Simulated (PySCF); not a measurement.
Homolysis of single bonds, series In NH2-H. Gas-phase values, no solvent. One relaxed conformer stands for each flexible species; it need not be the lowest. Strings in code marks are SMILES.

Method: PBE-D3(BJ)/def2-TZVP // CAM-B3LYP-D3(BJ)/def2-TZVP run with PySCF 2.14.0. 

```json
[
 {"species": "whole molecule (`[NH2][InH][NH2]`)", "HOMO–LUMO gap (eV)": "4.16", "LUMO (eV)": "-1.03"},
 {"species": "radical fragment (`[NH2][InH]`)", "HOMO–LUMO gap (eV)": "–", "LUMO (eV)": "–"},
 {"species": "whole molecule (`[NH2][InH2]`)", "HOMO–LUMO gap (eV)": "3.90", "LUMO (eV)": "-1.76"},
 {"species": "whole molecule (`[InH3]`)", "HOMO–LUMO gap (eV)": "4.36", "LUMO (eV)": "[?]"}
]
```

### Question
Some entries are withheld; supply them.

### Answer

- whole molecule (`[InH3]`), LUMO (eV): -2.64
